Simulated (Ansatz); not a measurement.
Geometry optimisation, RKS B3LYP/def2-SVP (Ansatz).

Input file:

```yaml
crystal:
  periodic: [false, false, false]
  atoms:
    - { symbol: B, position_ang: [-0.0053, 1.4516, 0.1204] }
    - { symbol: "N", position_ang: [-0.8819, 0.2402, -0.1507] }
    - { symbol: Si, position_ang: [0.2245, -1.1378, -0.2548] }
    - { symbol: F, position_ang: [-0.5393, -2.5524, -0.4858] }
    - { symbol: H, position_ang: [0.6964, 1.8896, -0.7324] }
    - { symbol: H, position_ang: [-0.2027, 2.1286, 1.1051] }
    - { symbol: H, position_ang: [-1.4504, 0.0887, 0.6956] }
    - { symbol: H, position_ang: [1.0562, -1.2271, 1.0077] }
    - { symbol: H, position_ang: [1.191, -0.9278, -1.3222] }
basis:
  gaussian: { orbitals: def2-SVP }
hamiltonian:
  xc: b3lyp
relax:
  f_tol: 0.015
  max_steps: 40
```

Command:

```bash
$ ansatz run input.yaml --threads 1 --pin off --max-ram 2048MiB --backend cpu --events-out ev --progress --plain --runs-dir out
```

Q: Where does it end, and by what steps?

A: The run converged. The force dipped under the threshold on the way, but the program's further checks kept it going. After 14 steps the energy has fallen by 0.932 eV; H6 moved furthest, 0.90 Å.

```json
{"step": "0", "energy less start (eV)": "0.0000", "largest force component (eV/Å)": "2.591", "accepted": "yes"}
{"step": "1", "energy less start (eV)": "-0.2703", "largest force component (eV/Å)": "2.379", "accepted": "yes"}
{"step": "2", "energy less start (eV)": "-0.5024", "largest force component (eV/Å)": "1.302", "accepted": "yes"}
{"step": "3", "energy less start (eV)": "-0.7002", "largest force component (eV/Å)": "0.657", "accepted": "yes"}
{"step": "4", "energy less start (eV)": "-0.8174", "largest force component (eV/Å)": "0.379", "accepted": "yes"}
{"step": "5", "energy less start (eV)": "-0.8788", "largest force component (eV/Å)": "0.455", "accepted": "yes"}
{"step": "6", "energy less start (eV)": "-0.9007", "largest force component (eV/Å)": "0.333", "accepted": "yes"}
{"step": "7", "energy less start (eV)": "-0.9146", "largest force component (eV/Å)": "0.174", "accepted": "yes"}
{"step": "8", "energy less start (eV)": "-0.9243", "largest force component (eV/Å)": "0.129", "accepted": "yes"}
{"step": "9", "energy less start (eV)": "-0.9267", "largest force component (eV/Å)": "0.198", "accepted": "yes"}
{"step": "10", "energy less start (eV)": "-0.9306", "largest force component (eV/Å)": "0.074", "accepted": "yes"}
{"step": "11", "energy less start (eV)": "-0.9315", "largest force component (eV/Å)": "0.019", "accepted": "yes"}
{"step": "12", "energy less start (eV)": "-0.9318", "largest force component (eV/Å)": "0.014", "accepted": "yes"}
{"step": "13", "energy less start (eV)": "-0.9310", "largest force component (eV/Å)": "0.097", "accepted": "no"}
{"step": "14", "energy less start (eV)": "-0.9318", "largest force component (eV/Å)": "0.009", "accepted": "yes"}
```

```xyz
9
Properties=species:S:1:pos:R:3
B -0.218 1.550 -0.019
N -0.360 0.240 0.480
Si 0.376 -1.206 -0.167
F -0.715 -2.061 -1.021
H 0.492 1.739 -0.978
H -0.797 2.462 0.518
H -0.967 0.123 1.291
H 0.804 -2.083 0.952
H 1.474 -0.811 -1.074
```

Whether the end is a true minimum wasn't checked by a vibrational analysis.

Run time: 45 s on 1 thread of Intel(R) Xeon(R) Processor @ 2.70GHz, on a shared host, peak memory 0.17 GiB.
